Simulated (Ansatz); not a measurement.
# Relaxing a trial structure of C2H7BrOSi

The starting geometry of this gas-phase triplet was optimised with GFN2-xTB as a singlet; its bonds are those of `CCO[SiH2]Br`.

```yaml
atoms:
  - { symbol: C, position_ang: [-0.3942, -2.3327, 0.4756] }
  - { symbol: C, position_ang: [-0.1563, -1.1307, -0.4220] }
  - { symbol: Br, position_ang: [-0.7357, 2.4629, -0.2364] }
  - { symbol: O, position_ang: [-1.3869, -0.5499, -0.7629] }
  - { symbol: Si, position_ang: [-1.7700, 0.8769, -1.3855] }
  - { symbol: H, position_ang: [-1.0219, -3.0602, -0.0330] }
  - { symbol: H, position_ang: [0.5564, -2.7948, 0.7267] }
  - { symbol: H, position_ang: [-0.8916, -2.0227, 1.3913] }
  - { symbol: H, position_ang: [0.3587, -1.4344, -1.3412] }
  - { symbol: H, position_ang: [0.4674, -0.3892, 0.0934] }
  - { symbol: H, position_ang: [-1.3081, 1.0764, -2.7509] }
  - { symbol: H, position_ang: [-3.1866, 0.9566, -1.1206] }
```

Problem. Predict what it relaxes into with B3LYP-D3(BJ)/def2-SVP.

Solution. A bond breaks, giving a structure with H10 bridging Br3 and C2, given below by its coordinates. Distances that change by over a tenth: Br3–H10 (3.11 → 1.94 Å). Contacts that open: Br3–Si5 (2.21 → 3.87 Å).

The energy falls by 3.28 eV over 28 steps:

```csv
step,E − E(last) (eV)
1,3.276
4,0.785
7,0.248
10,0.157
13,0.058
16,0.005
19,0.001
22,0.000
25,0.000
28,0.000
```

Final geometry (Å):

```xyz
12

C    -0.2838   -2.1075    0.5204
C    -0.4258   -0.9725   -0.4633
Br    0.7830    1.6753    0.5909
O    -1.7489   -0.6365   -0.6792
Si   -2.3177    0.7238   -1.5163
H    -0.7704   -3.0113    0.1173
H     0.7775   -2.3291    0.7063
H    -0.7703   -1.8508    1.4730
H     0.1224   -1.1394   -1.4121
H     0.1363   -0.0457   -0.0128
H    -1.3373    1.0549   -2.6044
H    -3.6339    0.2972   -2.0852
```

The end wasn't checked by frequencies. Open shells are spin-unrestricted. The triplet needn't be the ground state. Run with Ansatz 0.2.0, 6.1 min on 2 threads of Arm Neoverse V1 (shared host).
